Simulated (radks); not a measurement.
Excited configurations of the magnesium ion Mg3+: one electron is placed in a higher orbital outside [He] 2s2 2p4. The ground configuration is [He] 2s2 2p5. All-electron calculation, non-relativistic Kohn-Sham, PBE, spin-unpolarised, spherical densities, point nucleus. Program: a radial shooting solver on a logarithmic mesh with Libxc functionals. Excitation = E - E(ground); binding = E(ion) - E, where the ion is the core of charge +4; n* = 4/sqrt(2 binding) in atomic units, and the quantum defect is n - n*.

| outer orbital | excitation (eV) | binding (eV) | n* | quantum defect |
|---|---|---|---|---|
| 4p | 94.313 | 17.951 | 3.482 | 0.518 |
| 5s | 100.16 | 12.107 | 4.240 | 0.760 |
| 5d | 102.75 | 9.509 | 4.785 | 0.215 |
| 6s | 104.24 | 8.023 | 5.209 | 0.791 |
| 6p | 104.85 | 7.411 | 5.420 | 0.580 |
| 7p | 106.92 | 5.340 | 6.385 | 0.615 |
| 7d | 107.42 | 4.848 | 6.701 | 0.299 |

The Delta-SCF ionisation energy is 112.26 eV (NIST Atomic Spectra Database: 109.27 eV, semi-empirical). Self-interaction in the functional shifts the binding energies and quantum defects, so they are the method's values and not measured ones. Spin polarisation and multiplet splitting are left out, so open shells lie too high by an amount that depends on their filling.

Beside tabulated values, note that spin-unpolarised runs miss the spin-polarisation part of the exchange energy of open shells.
